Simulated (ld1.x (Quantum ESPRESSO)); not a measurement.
**Varying the PAW potential for Os (Z = 76)**

Base potential:

* Element: Os (Z = 76)
* Generator: ld1.x (Quantum ESPRESSO) 7.5
* Type: PAW
* Functional: BLYP
* Relativity: scalar-relativistic
* Frozen core: [Kr] 4d10 4f14
* Valence charge: 16
* Reference configuration: 5s2 5p6 5d6 6s0 6p0 (charge +2)
* Partial waves: 5s (bound): rcut 1.40, rcutus 1.75 bohr; 6s (bound, empty): rcut 1.40, rcutus 1.75 bohr; 5p (bound): rcut 1.85, rcutus 1.95 bohr; 6p (bound, empty): rcut 1.85, rcutus 1.95 bohr; 5d (bound): rcut 1.65, rcutus 2.15 bohr; 5d channel at -1.25 Ry: rcut 1.65, rcutus 2.15 bohr; 5f channel at -0.2 Ry: rcut 1.80, rcutus 2.10 bohr; 5f channel at 2.15 Ry: rcut 1.80, rcutus 2.10 bohr
* Local potential: all-electron potential smoothed inside 1.60 bohr (lloc = -1)
* Core correction: Bessel-smoothed model core, default radius (core density twice the valence density)
* Augmentation charge: GAUSS, radius 1.45 bohr

Cutoffs, loose and tight: the cutoffs (Ry, on a coarse ladder) from which the occupation-weighted sum of valence levels, in a spherical-Bessel basis at the reference potential, stays within 10 and 1 mRy of its value at 400 Ry. They do not see the model core or the augmentation charge, which bear on the density cutoff. Test errors are all-electron minus pseudo excitation energies from the reference, over the configurations 5s2 5p6 5d6 6s2 6p0; 5s2 5p6 5d6 6s1 6p0; 5s2 5p6 5d5 6s0 6p0; 5s2 5p6 5d7 6s0 6p0; 5s2 5p6 5d4 6s0 6p0; 5s2 5p6 5d7 6s1 6p0; 5s1 5p6 5d6 6s2 6p0. A dash means not determined; rows that change the core or the reference have their own tests. The largest error is taken over the tests solved by every variant that gives reliable tests at all: 5s2 5p6 5d5 6s0 6p0; 5s2 5p6 5d6 6s1 6p0; 5s2 5p6 5d6 6s2 6p0; 5s2 5p6 5d7 6s0 6p0; 5s2 5p6 5d7 6s1 6p0.

Cutoffs are not given where the Bessel-basis levels miss the radial ones by over 6 mRy, ghosts where they miss by over 20 mRy; a channel whose overlap is not positive is not tested.

A file whose overlap is not positive is unfit for use, and its test errors describe a broken file.

| change | outcome | bound ghosts | largest test error (meV) |
| --- | --- | --- | --- |
| base | generated, overlap not positive | not determined (overlap not positive) | +16 |
| waves 5s (bound): rcut 1.06, rcutus 1.12 bohr; 6s (bound): rcut 1.06, rcutus 1.12 bohr | generated, overlap not positive | not determined (overlap not positive) | +42 |
| waves 5s (bound): rcut 1.24, rcutus 1.32 bohr; 6s (bound): rcut 1.24, rcutus 1.32 bohr | generated, overlap not positive | not determined (overlap not positive) | +9.6 |
| waves 5s (bound): rcut 1.40, rcutus 1.54 bohr; 6s (bound): rcut 1.40, rcutus 1.54 bohr | generated, overlap not positive | not determined (overlap not positive) | -9.2 |
| waves 5s (bound): rcut 1.40, rcutus 1.68 bohr; 6s (bound): rcut 1.40, rcutus 1.68 bohr | generated, overlap not positive | not determined (overlap not positive) | +13 |
| waves 5s (bound): rcut 1.40, rcutus 1.90 bohr; 6s (bound): rcut 1.40, rcutus 1.90 bohr | generated, overlap not positive | not determined (overlap not positive) | +19 |
| waves 5s (bound): rcut 1.40, rcutus 2.02 bohr; 6s (bound): rcut 1.40, rcutus 2.02 bohr | generated, overlap not positive | not determined (overlap not positive) | +18 |
| waves 5s (bound): rcut 1.40, rcutus 2.30 bohr; 6s (bound): rcut 1.40, rcutus 2.30 bohr | generated, overlap not positive | not determined (overlap not positive) | test run stopped at test 1 of 7 (negative rho) |
| waves 5s (bound): rcut 1.40, rcutus 2.48 bohr; 6s (bound): rcut 1.40, rcutus 2.48 bohr | generated, overlap not positive | not determined (overlap not positive) | test run stopped at test 1 of 7 (negative rho) |
| waves 5s (bound): rcut 1.40, rcutus 2.58 bohr; 6s (bound): rcut 1.40, rcutus 2.58 bohr | generated, overlap not positive | not determined (overlap not positive) | test run stopped at test 1 of 7 (negative rho) |
